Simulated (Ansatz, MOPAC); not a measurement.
Molecule: AlH₂, net charge 1, singlet state. SMILES: [AlH2+]

Atoms: Al1, H2, H3. Bonds: Al1-H2, Al1-H3.

Bond lengths (Å) and angles (degrees) optimised at MNDO with MOPAC; HF/STO-3G with Ansatz (a quantum-chemistry and plane-wave program); HF/6-31G* with Ansatz; B3LYP/LANL2DZ with Ansatz, each started from the B3LYP-D3(BJ)/def2-TZVP structure (Ansatz) of the last column. A row stands for all coordinates that are equal there. 6-31G* holds six Cartesian d functions. No wavenumbers were computed at MNDO, HF/STO-3G, B3LYP/LANL2DZ, so these may be saddle points.

| coordinate | MNDO | HF/STO-3G | HF/6-31G* | B3LYP/LANL2DZ | B3LYP-D3(BJ)/def2-TZVP |
|---|---|---|---|---|---|
| Al1-H2 | 1.365 | 1.468 | 1.544 | 1.563 | 1.549 |
| H2-Al1-H3 | 180.0 | 180.0 | 180.0 | 180.0 | 180.0 |

Mean signed difference of all 2 bond lengths from B3LYP-D3(BJ)/def2-TZVP: MNDO -0.185 Å, HF/STO-3G -0.081 Å, HF/6-31G* -0.005 Å, B3LYP/LANL2DZ 0.014 Å.
